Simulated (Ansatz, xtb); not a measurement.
Species: GeF3, charge -1, multiplicity 1. It need not be the lowest isomer of its formula. Whether it binds its extra electron was not tested at this geometry. 
Structure (B3LYP-D3(BJ)/def2-TZVP (Ansatz, an electronic-structure program) minimum search):
```
Ge
F 1 1.8359
F 1 1.8359 2 95.45
F 1 1.8359 2 95.45 3 96.02
```
Charge -1, spin multiplicity 1.

Harmonic wavenumbers from GFN2-xTB (xtb, at its own minimum), cm⁻¹: 83, 83, 97, 296, 297, 383.

Give the harmonic wavenumbers at B3LYP-D3(BJ)/def2-TZVP (Ansatz, finite differences of forces, unscaled).

208, 208, 272, 519, 519, 570 cm⁻¹. Zero-point energy 3.3 kcal/mol.

From these and the geometry, give the ideal-gas thermochemistry at 298.15 K and 1 atm (rigid rotor, harmonic oscillator).

Point group C3v, rotational symmetry number 3. Rotational constants 5.095, 5.095, 3.604 GHz. S(trans) 40.49, S(rot) 23.46, S(vib) 7.44, S(elec, spin only) 0.00, S 71.4 cal/(mol K). H(298) - H(0) 3.72 kcal/mol; G - E(el) -14.3 kcal/mol.
